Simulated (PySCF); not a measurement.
Species: C6H9Si2 (doublet state).
Structure used (GFN2-xTB), in Å, numbered top down from 1:
```xyz
17
C6H9Si2 angstrom
C     -1.9007   -1.8120    0.8266
C     -1.6441   -0.6574   -0.1478
Si    -2.7108    0.8882    0.2656
C     -0.2592   -0.2712   -0.1496
C      0.9089    0.0698   -0.1200
C      2.1983    0.4332   -0.1167
C      3.3833    0.7724   -0.1202
Si     5.1037    1.2293   -0.1192
H     -2.9440   -2.1190    0.7827
H     -1.6719   -1.5104    1.8468
H     -1.2768   -2.6707    0.5801
H     -1.8998   -0.9952   -1.1609
H     -2.4851    1.8967   -0.7689
H     -2.3190    1.3934    1.5813
H     -4.1179    0.4782    0.2821
H      5.6130    2.2014    0.8276
H      6.0151    0.6852   -1.1060
```

The hyperfine couplings belong to this conformer and change with its torsions.

As a line formula: `C[C@@H]([SiH3])C#CC#C[SiH2]` [radical].

The calculation used UKS B3LYP, pcH-1 on C H Si, non-relativistic, mean-field spin-orbit, GIAO in PySCF 2.14.0. Isolated species at its GFN2-xTB geometry, gas phase. Couplings are sensitive to structure, and on GFN2-xTB geometries they can be far from those on DFT ones, by a factor of two or more for some ions and for spin on atoms past the first row.

Task: What are Nα, Nβ and the exact ⟨S²⟩?

Result: Nα = 37, Nβ = 36 (73 in all), and S(S+1) = 0.75 for S = 1/2.

Mulliken spin populations, one withheld:

```csv
atom,bound to,population
C1,"C2, H9, H10, H11",+0.0092
C2,"C1, Si3, C4, H12",-0.0141
Si3,"C2, H13, H14, H15",+0.0051
C4,"C2, C5",+0.1934
C5,"C4, C6",-0.1009
C6,"C5, C7",+0.2799
C7,"C6, Si8",-0.2053
Si8,"C7, H16, H17",?
H9,C1,+0.0022
H10,C1,-0.0003
H11,C1,-0.0001
H12,C2,+0.0030
H13,Si3,-0.0001
H14,Si3,-0.0002
H15,Si3,+0.0018
H16,Si8,-0.0450
H17,Si8,-0.0448
```

Task: Fill in the missing population.

Result: 1 − (0.0838) gives +0.916, since all populations sum to 2S.

Task: Sum the populations by element and by sign.

Result: Silicon +0.92, carbon +0.16, hydrogen -0.08. The positive populations sum to 1.41, the negative ones to -0.41.

Task: With ⟨S²⟩ = 0.7673, find the sum of squared α–β overlaps and estimate the admixture of higher spin.

Result: For a single determinant ⟨S²⟩ = S(S+1) + Nβ − Σ|⟨iα|jβ⟩|², so the squared overlaps of occupied orbitals sum to 36 − 0.0173 = 35.9827. If the quartet state (S + 1) were the only admixture, its weight would be 0.0173/(2S + 2) = 0.58 %.

Task: What Fermi-contact NMR shifts do the couplings of C1, C2, Si3, C4, C5, C6, C7 imply at 298 K (Curie law, g = gₑ)?

Result: δ = a_FC·h·gₑ μB S(S+1)/(3 g_N μN kT), with k/h = 20836.6 MHz/K:

```tsv
nuclei	isotope	a_FC (MHz)	g_N	contact shift (ppm)
C1	13C	16.86	1.4048	+1777
C2	13C	-6.24	1.4048	-657
Si3	29Si	-8.67	-1.1106	+1155
C4	13C	17.10	1.4048	+1802
C5	13C	-27.17	1.4048	-2863
C6	13C	24.48	1.4048	+2580
C7	13C	-44.50	1.4048	-4689
```

The shifts go as 1/T: at 348 K they are 0.856 times these.

H16 and H17 aren't averaged: Si8 is flat or nearly so (angle sum 360°), and its turn about the short Si8–C7 bond (1.78 Å) is taken as slow.
